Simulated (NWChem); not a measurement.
C4H3Br; SMILES C#C/C=C\Br

All runs: NWChem. Structure relaxed at the PBE0/def2-SVP level. Ions are spin-unrestricted doublets at the neutral geometry; other ion states weren't tried.

For level CAM-B3LYP/def2-SVP:

```yaml
vertical ionisation energy, ΔSCF (eV): 9.06
"−ε(HOMO) (eV)": 8.13
```

Task: Estimate the same quantities for level PBE/def2-SVP.

Result: 
| Quantity | Result |
|---|---|
| vertical ionisation energy, ΔSCF (eV) | 8.80 |
| −ε(HOMO) (eV) | 5.85 |
